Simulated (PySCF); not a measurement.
Simulated Si 2p region for `CC(C)[SiH2][SiH3]`, binding energy against the vacuum level.

Every computed line was given a Gaussian of 0.8 eV full width at half maximum and an area set by the number of equivalent atoms (split 2:1 within a doublet); the highest printed point is 100. Theory: delta-SCF UKS SCAN, pcX-2 on the ionised atom, pcseg-1 elsewhere, spin-free X2C in PySCF.

binding energy (eV), intensity and a bar:
```
    104.9          0 
    105.0          0 
    105.1          1 
    105.2          2 #
    105.3          4 #
    105.4          7 ##
    105.5         13 ####
    105.6         22 #######
    105.7         34 ##########
    105.8         48 ##############
    105.9         63 ###################
    106.0         78 #######################
    106.1         90 ###########################
    106.2         98 #############################
    106.3        100 ##############################
    106.4         98 #############################
    106.5         92 ############################
    106.6         84 #########################
    106.7         76 #######################
    106.8         66 ####################
    106.9         57 #################
    107.0         47 ##############
    107.1         37 ###########
    107.2         28 ########
    107.3         20 ######
    107.4         13 ####
    107.5          8 ##
    107.6          4 #
    107.7          2 #
    107.8          1 
    107.9          1 
    108.0          0 
    108.1          0
```

Count the maxima, the lines and the sites behind this envelope.

The curve has 1 maximum (at 106.3 eV). Under it lie 4 lines from 2 inequivalent silicon sites, each drawn as a 2p3/2, 2p1/2 pair. At this width some lines have no maximum of their own.

Decompose the envelope and assign each component. Numbering: `[CH3:1][CH:2]([CH3:3])[SiH2:4][SiH3:5]`.

```
position (eV)  relative area      line  atoms   environment
       106.08           0.67  Si 2p3/2    Si4  SiH2 silicon
       106.32           0.67  Si 2p3/2    Si5  SiH3 silicon
       106.71           0.33  Si 2p1/2    Si4  SiH2 silicon
       106.95           0.33  Si 2p1/2    Si5  SiH3 silicon
```

What are the centre and the root-mean-square width of the whole band?

The area-weighted mean of the lines is 106.41 eV. Their own spread about it is 0.32 eV (rms) and each Gaussian has σ = 0.8/2.355 = 0.34 eV; the variances add, which gives 0.46 eV.

The 2 Si 2p3/2 values lie within 0.24 eV of each other.

No satellites, vibrations or lifetime broadening are included. For 2p shells one spin-free hole was relaxed; a mean-field spin–orbit operator and the ground-state splitting of the three 2p orbitals were then diagonalised within the shell. The shell's mean is (2 × 2p3/2 + 2p1/2)/3, and the degeneracies 2j + 1 give areas of 2:1. 2p1/2 minus 2p3/2 (ligand field included): Si 0.62 eV. One conformer (not necessarily the lowest) at the PBE0-D3(BJ)/def2-SVP geometry, without solvent, vibrations or thermal averaging.

On one thread, Intel Xeon Platinum 8259CL at 2.50 GHz (x86_64), shared host, this took 60 s wall and 0.71 GiB of memory at its peak.

Conformer computed: `[CH3:1][CH:2]([CH3:3])[SiH2:4][SiH3:5]`: C1–C2–Si4–Si5 -67°.
